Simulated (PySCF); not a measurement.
In(H)2(NMe2) (C2H8InN), SMILES C[N](C)[InH2]. Geometry: B3LYP-D3(BJ)/def2-SVP. The structure was generated by enumeration; whether it is a known compound was not checked. The def2 effective core potentials stand for the cores of In; spin–orbit coupling is left out.

All values below come from B3LYP-D3(BJ)/def2-SVP (PySCF 2.14.0).

Harmonic wavenumbers (cm⁻¹): 159, 206, 224, 260, 293, 297, 405, 487, 517, 563, 1000, 1085, 1112, 1155, 1234, 1275, 1433, 1447, 1454, 1456, 1479, 1497, 1790, 1803, 2933, 2941, 2971, 2979, 3093, 3094. Rotational constants (GHz): 8.642, 2.141, 1.754; symmetry number 2.

Q: Work out the zero-point energy and the ideal-gas rigid-rotor harmonic-oscillator thermochemistry at 298.15 K and 1 atm.

A: ZPE = ½ Σ hcν = ½ × 40643 cm⁻¹ = 243.10 kJ/mol. H − E(el) = 263.87 kJ/mol. Entropy in J/(mol K): translation 172.11, rotation 105.93, vibration 59.94, total 337.98. G − E(el) = 163.10 kJ/mol. Cp = 107.70 J/(mol K).
